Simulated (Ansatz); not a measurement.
Cost and result up the ladder for Si33BNH46, a doped nanocrystal cut from the lattice of silicon (B and N 2.4 A apart) (81 atoms). Total charge 0; singlet. Geometry: PBE-D4/def2-SVP.

```xyz
81

Si    0.087   -5.336    0.799
Si    4.014   -5.398    0.534
Si    1.720   -4.037   -2.140
Si    3.982   -1.585   -0.227
Si   -3.769   -5.377    1.152
Si   -1.993   -3.547   -1.733
Si   -3.357   -1.508    1.102
Si    2.847    0.602    2.668
Si   -1.400    0.648    3.422
Si    0.260   -1.319    0.496
Si    1.189    0.101   -2.322
N    -1.611    0.211   -1.388
Si    0.281    2.032    0.176
Si    4.018    2.108   -0.607
Si    1.758    4.238   -2.879
Si   -3.324    2.385    0.749
Si   -1.950    3.853   -2.419
Si   -3.717    6.209   -0.006
Si    0.165    5.972   -0.072
Si    2.128   -5.629    1.941
Si   -1.717   -5.644    2.281
Si    0.054   -3.421   -0.582
Si    2.390   -1.379    1.491
Si    3.826   -3.743   -1.138
Si    3.481    0.129   -1.765
Si   -1.309   -1.395    2.247
Si   -3.757   -3.437   -0.181
Si   -3.216    0.319   -0.377
Si    2.422    2.307    1.113
Si   -1.272    2.441    1.895
B    -0.109    0.255   -0.758
Si    0.083    3.923   -1.241
Si    3.901    4.049   -1.927
Si   -1.727    6.599    1.190
Si   -3.724    4.027   -0.888
H    -0.019   -6.493   -0.173
H     4.181   -6.726   -0.167
H     5.246   -5.168    1.376
H     1.513   -5.507   -2.421
H     1.611   -3.299   -3.447
H     5.373   -1.378    0.329
H    -3.976   -6.570    0.250
H    -4.925   -5.316    2.121
H    -2.086   -4.783   -2.591
H    -2.120   -2.364   -2.681
H    -4.557   -1.177    1.960
H     4.295    0.623    3.094
H     1.989    0.731    3.901
H    -2.705    0.729    4.179
H    -0.279    0.731    4.426
H     0.936   -1.164   -3.118
H     0.966    1.213   -3.328
H    -1.689   -0.663   -1.946
H    -1.673    0.968   -2.096
H     5.401    1.976   -0.009
H     1.609    3.271   -4.024
H     1.567    5.632   -3.429
H    -4.527    2.230    1.652
H    -2.052    2.518   -3.140
H    -2.041    4.913   -3.489
H    -4.922    6.415    0.879
H    -3.807    7.182   -1.157
H     1.390    5.997    0.809
H     0.337    7.056   -1.112
H     2.134   -7.034    2.496
H     2.198   -4.684    3.110
H    -1.646   -7.055    2.813
H    -1.644   -4.705    3.454
H     2.451   -2.575    2.410
H     4.929   -3.965   -2.148
H     4.332   -0.008   -3.006
H    -1.145   -2.549    3.202
H    -5.089   -3.266   -0.878
H    -4.235    0.228   -1.489
H     2.491    3.678    1.745
H    -1.082    3.744    2.629
H     4.961    4.053   -3.002
H     4.129    5.250   -1.040
H    -1.793    5.866    2.503
H    -1.629    8.075    1.491
H    -5.052    3.715   -1.543
```

Ansatz on 11 threads of AMD EPYC 7R13 on a shared host and a whole NVIDIA H100 80GB HBM3. Times are rough, and most runs start from the orbitals of an earlier one. PBE0-D4/def2-TZVP serves as the yardstick here, not as an exact answer. Differences are given only for rows in sets of like size (and for xTB, whose basis is part of the method), since another set adds its own error. Binding counts from free atoms at the same level (Si triplet, N quartet, B doublet, H doublet; other spins of the atoms weren't run), without zero-point energy or a counterpoise term.

B3LYP takes the VWN-RPA correlation. Correlated methods freeze 167 core orbitals. The rows differ in basis, and correlated rows in double-zeta sets carry the largest basis error. Single mean-field runs in 6-31G, def2-SVP, def2-TZVP are fitted with def2-universal-jkfit.

Correlated methods converge slowly with the basis, most of all in double-zeta sets.

```tsv
level	functions	wall time	binding energy per atom (eV)	difference from PBE0-D4/def2-TZVP (eV)
HF/STO-3G	353	4.3 s	3.69	–
HF/6-31G	539	5.5 s	2.04	–
B3LYP-D4/6-31G	539	5.5 s	3.06	–
PBE-D4/def2-SVP	852	7 s	3.36	–
PBE0-D4/def2-SVP	852	8.5 s	3.35	–
r2SCAN-D4/def2-TZVP	1559	12 s	3.35	0.01
LDA (SPW92)/def2-TZVP (with forces)	1559	12 s	3.72	0.37
PBE-D4/def2-TZVP (with forces)	1559	13 s	3.35	0.00
MP2/def2-SVP	852	13 s	3.09	–
PBE0-D4/def2-TZVP	1559	15 s	3.35	0.00
```
